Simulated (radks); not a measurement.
Results of a calculation; reference values are marked as such.
Q: Excited configurations of the potassium ion K10+: one electron is placed in a higher orbital outside [He] 2s2 2p4. The ground configuration is [He] 2s2 2p5. Level of theory: non-relativistic Kohn-Sham, SCAN, spin-polarised, spherical densities, point nucleus; open shells are filled with parallel spins first; meta-GGA in the generalised Kohn-Sham scheme (a radial shooting solver on a logarithmic mesh with Libxc functionals). Excitation = E - E(ground); binding = E(ion) - E, where the ion is the core of charge +11; n* = 11/sqrt(2 binding) in atomic units, and the quantum defect is n - n*.

outer orbital  excitation (eV)  binding (eV)     n*  quantum defect  eigenvalue (eV)  <r> (bohr)
5p                      493.71        72.913  4.752           0.248          -70.218       2.998
5d                      498.13        68.494  4.903           0.097          -65.639       3.003
6d                      519.25        47.372  5.895           0.105          -45.528       4.470

Estimate the row for 4p.

A: excitation (eV) 449.81; binding (eV) 116.81; n* 3.754; quantum defect 0.246; eigenvalue (eV) -112.28; <r> (bohr) 1.840. The Delta-SCF ionisation energy is 566.62 eV (NIST Atomic Spectra Database: 566 eV, semi-empirical). Self-interaction in the functional shifts the binding energies and quantum defects, so they are the method's values and not measured ones. Open shells are spherical and high-spin; term and fine-structure splittings are not resolved.
